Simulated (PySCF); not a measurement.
Stretching HgO

Set-up: basis Hg cc-pVDZ-PP with ECP60, O cc-pVDZ; scalar-relativistic core potentials; PySCF 2.14. Energies in eV from Hg + O in their ground configurations at the same level. State: ³Π (triplet), unpaired electrons σ ↑, π ↑.

All columns are PBE. A positive dipole means Hg(−)O(+).

```json
{"R (Å)": "1.925", "E (eV)": "-0.319", "μ (D)": "-1.10", "Mulliken charge on Hg (basis-dependent)": "0.27", "HOMO (eV)": "-5.75", "LUMO (eV)": "-5.72", "Mayer bond order": "1.10", "⟨S²⟩": "2.01"}
{"R (Å)": "2.014", "E (eV)": "-0.523", "μ (D)": "-1.25", "Mulliken charge on Hg (basis-dependent)": "0.24", "HOMO (eV)": "-5.94", "LUMO (eV)": "-5.56", "Mayer bond order": "1.02", "⟨S²⟩": "2.01"}
{"R (Å)": "2.104", "E (eV)": "-0.617", "μ (D)": "-1.36", "Mulliken charge on Hg (basis-dependent)": "0.22", "HOMO (eV)": "-6.12", "LUMO (eV)": "-5.43", "Mayer bond order": "0.95", "⟨S²⟩": "2.01"}
{"R (Å)": "2.171", "E (eV)": "-0.642", "μ (D)": "-1.42", "Mulliken charge on Hg (basis-dependent)": "0.20", "HOMO (eV)": "-6.15", "LUMO (eV)": "-5.34", "Mayer bond order": "0.90", "⟨S²⟩": "2.01"}
{"R (Å)": "2.238", "E (eV)": "-0.640", "μ (D)": "-1.46", "Mulliken charge on Hg (basis-dependent)": "0.18", "HOMO (eV)": "-6.10", "LUMO (eV)": "-5.26", "Mayer bond order": "0.85", "⟨S²⟩": "2.01"}
{"R (Å)": "2.305", "E (eV)": "-0.622", "μ (D)": "-1.48", "Mulliken charge on Hg (basis-dependent)": "0.16", "HOMO (eV)": "-6.06", "LUMO (eV)": "-5.21", "Mayer bond order": "0.79", "⟨S²⟩": "2.01"}
{"R (Å)": "2.395", "E (eV)": "-0.581", "μ (D)": "-1.48", "Mulliken charge on Hg (basis-dependent)": "0.14", "HOMO (eV)": "-6.03", "LUMO (eV)": "-5.15", "Mayer bond order": "0.72", "⟨S²⟩": "2.01"}
{"R (Å)": "2.507", "E (eV)": "-0.517", "μ (D)": "-1.45", "Mulliken charge on Hg (basis-dependent)": "0.12", "HOMO (eV)": "-6.02", "LUMO (eV)": "-5.12", "Mayer bond order": "0.63", "⟨S²⟩": "2.01"}
{"R (Å)": "2.641", "E (eV)": "-0.436", "μ (D)": "-1.37", "Mulliken charge on Hg (basis-dependent)": "0.10", "HOMO (eV)": "-6.04", "LUMO (eV)": "-5.19", "Mayer bond order": "0.52", "⟨S²⟩": "2.01"}
{"R (Å)": "2.820", "E (eV)": "-0.338", "μ (D)": "-1.24", "Mulliken charge on Hg (basis-dependent)": "0.08", "HOMO (eV)": "-6.10", "LUMO (eV)": "-5.29", "Mayer bond order": "0.40", "⟨S²⟩": "2.00"}
```

A fit through these points gives, at Re = 2.199 Å, μ = -1.44 D and dμ/dR = -0.593 D/Å; the reduced mass is 14.82 u.

Q: How strong is the fundamental in the double-harmonic approximation, I = 42.26·(dμ/dR)²/μred km/mol?

A: I = 42.26·(-0.593)²/14.82 = 1.00 km/mol at PBE.

Spin–orbit coupling is left out, which matters for elements this heavy, above all for dissociation energies. The state was picked by a PBE0 search and need not be the measured ground state.
